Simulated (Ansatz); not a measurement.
Geometry optimisation, RKS BLYP-D4/def2-SVP (Ansatz 0.2.0).

input.yaml

```yaml
crystal:
  periodic: [false, false, false]
  atoms:
    - { symbol: Ge, position_ang: [-0.5318, 0.0324, -0.007] }
    - { symbol: H, position_ang: [1.1191, 0.0311, 1.1051] }
    - { symbol: F, position_ang: [-0.9349, -1.5023, -0.6605] }
    - { symbol: F, position_ang: [-0.8041, 1.4492, -0.925] }
    - { symbol: F, position_ang: [-1.7747, 0.1957, 1.1912] }
    - { symbol: H, position_ang: [1.5768, -0.0651, 0.2391] }
    - { symbol: F, position_ang: [1.3494, -0.141, -0.9429] }
basis:
  gaussian: { orbitals: def2-SVP }
hamiltonian:
  xc: blyp
  dispersion: d4
relax:
  f_tol: 0.15
  max_steps: 25
  restrain:
    - { distance: [0, 6], at: 3.07, k: 30.0 }
    - { distance: [5, 1], at: 1.92, k: 30.0 }
    - { distance: [0, 1], at: 1.51, k: 30.0 }
    - { distance: [5, 6], at: 0.88, k: 30.0 }
```

Run as:

```bash
$ ansatz run input.yaml --threads 2 --pin off --max-ram 3072MiB --backend cpu --events-out ev --progress --plain --runs-dir out
```

Problem. Where does it end, and by what steps?

Solution. The forces met the threshold. The restraints hold the end off the free minimum; the threshold counts their pulls, which the force column leaves out. Restrained pairs: Ge1–F7 (2.11 → 3.06 Å), H2–H6 (0.98 → 1.93 Å), Ge1–H2 (1.99 → 1.52 Å), H6–F7 (1.21 → 0.92 Å). After 6 steps the energy has fallen by 1.521 eV (the restraints' own energy left out); H6 moved furthest, 0.70 Å.

| step | energy less start (eV) | largest force component (eV/Å) | accepted |
| --- | --- | --- | --- |
| 0 | 0.0000 | 1.846 | yes |
| 1 | -0.5140 | 2.918 | yes |
| 2 | -0.9487 | 4.353 | yes |
| 3 | -1.2734 | 2.857 | yes |
| 4 | -1.4740 | 2.461 | yes |
| 5 | -1.4854 | 2.264 | yes |
| 6 | -1.5206 | 1.032 | yes |

```xyz
7
Properties=species:S:1:pos:R:3
Ge -0.745 0.048 0.269
H 0.597 0.023 0.983
F -1.068 -1.417 -0.605
F -0.883 1.382 -0.835
F -2.045 0.232 1.411
H 2.139 -0.017 -0.172
F 2.005 -0.251 -1.050
```

Run time: 6.7 s on 2 threads of Intel(R) Xeon(R) 6975P-C (Granite Rapids), on a shared host, peak memory 0.15 GiB.
